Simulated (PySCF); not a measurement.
Job for PySCF: D3(BJ) and D4 dispersion corrections on OH (SMILES [OH]).

```python
from pyscf import gto
from pyscf.dispersion import dftd3, dftd4

mol = gto.M(
    atom='''
    O     0.00000000    0.00000000    0.48836012
    H    -0.00000000   -0.00000000   -0.48836012
    ''',
    basis='def2-svp',
    charge=0, spin=1, verbose=0, max_memory=1800)
d3, d4 = {}, {}
for xc in ['hf', 'pbe', 'blyp', 'revpbe', 'tpss', 'r2scan', 'b3lyp', 'pbe0', 'bhlyp', 'camb3lyp', 'b2plyp']:
    d3[xc] = float(dftd3.DFTD3Dispersion(mol, xc=xc, version='d3bj', atm=False).get_dispersion()['energy'])
    print(f'D3(BJ) {xc:10s} {d3[xc]:14.8f} Eh')
for xc in ['hf', 'pbe', 'blyp', 'revpbe', 'tpss', 'r2scan', 'b3lyp', 'pbe0', 'bhlyp', 'camb3lyp', 'b2plyp']:
    d4[xc] = float(dftd4.DFTD4Dispersion(mol, xc={'camb3lyp': 'cam-b3lyp'}.get(xc, xc), atm=True).get_dispersion()['energy'])
    print(f'D4     {xc:10s} {d4[xc]:14.8f} Eh')
```

The log:

```
D3(BJ) hf            -0.00194381 Eh
D3(BJ) pbe           -0.00015206 Eh
D3(BJ) blyp          -0.00030766 Eh
D3(BJ) revpbe        -0.00044658 Eh
D3(BJ) tpss          -0.00017891 Eh
D3(BJ) r2scan        -0.00003586 Eh
D3(BJ) b3lyp         -0.00024579 Eh
D3(BJ) pbe0          -0.00011792 Eh
D3(BJ) bhlyp         -0.00017683 Eh
D3(BJ) camb3lyp      -0.00009149 Eh
D3(BJ) b2plyp        -0.00010120 Eh
D4     hf            -0.00036362 Eh
D4     pbe           -0.00007261 Eh
D4     blyp          -0.00017535 Eh
D4     revpbe        -0.00034931 Eh
D4     tpss          -0.00009907 Eh
D4     r2scan        -0.00001730 Eh
D4     b3lyp         -0.00011524 Eh
D4     pbe0          -0.00005814 Eh
D4     bhlyp         -0.00006809 Eh
D4     camb3lyp      -0.00005561 Eh
D4     b2plyp        -0.00004963 Eh
```

The run finished.

Cost: very roughly 0.04 core-seconds.
